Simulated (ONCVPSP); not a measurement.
**tungsten, ONCV: configuration errors across variants**

```
Element                 : tungsten (W)
Generator               : ONCVPSP 4.0.1
Type                    : optimised norm-conserving Vanderbilt (ONCV)
Functional              : PBEsol
Relativity              : fully relativistic
Frozen core             : [Kr] 4d10 4f14
Valence charge          : 14
Reference configuration : 5s2 5p6 5d4 6s2
Partial waves           : 5s+6s: rc 1.70 bohr, ncon 3, nbas 6, qcut 5.8 1/bohr, 2 projectors; 5p: rc 1.90 bohr, ncon 3, nbas 6, qcut 7.6 1/bohr, 3 projectors, debl 3.3 Ha; 5d: rc 2.00 bohr, ncon 4, nbas 8, qcut 8.2 1/bohr, 2 projectors, debl 3 Ha
Local potential         : polynomial inside 1.40 bohr (lpopt 5, dvloc0 -1 Ha)
Core correction         : none
```

Open shells are filled in proportion to 2j + 1.

All-electron excitation energies from the reference (eV): (1) 5s2 5p6 5d4 6s1 8.930; (2) 5s2 5p6 5d4 6s0 24.628; (3) 5s2 5p6 5d3 6s0 50.023; (4) 5s2 5p6 5d4 6s1.5 3.655.

2 further variants failed, have other tests or another functional or relativity, and are left out.

Errors AE − PS in meV (a dash: test not solved or not reliable):

| change | (1) | (2) | (3) | (4) | bound ghosts | GHOST(+) flags above zero |
| --- | --- | --- | --- | --- | --- | --- |
| base | -0.7 | -2.4 | -3.0 | -0.1 | none | s |
| d: nbas 7 | -0.7 | -2.4 | -3.0 | -0.1 | none | s |
| all radii scaled by about 0.82 (s 1.40, p 1.56, d 1.64 bohr); local potential polynomial inside 1.16 bohr (lpopt 5, dvloc0 -1 Ha) | -0.2 | +0.7 | -0.6 | 0.0 | none | s, p3/2, p1/2 |
| local potential polynomial inside 1.40 bohr (lpopt 5, dvloc0 6 Ha) | -0.7 | -2.4 | -2.9 | -0.1 | none | none |
| s: rc 1.84 | -0.9 | -3.7 | -4.2 | -0.1 | none | s |

(1) Give the same row for: s: qcut 7.5.

Answers

(1) -0.1, +1.0, -0.3, 0.0; bound ghosts: none; GHOST(+) flags above zero: s.
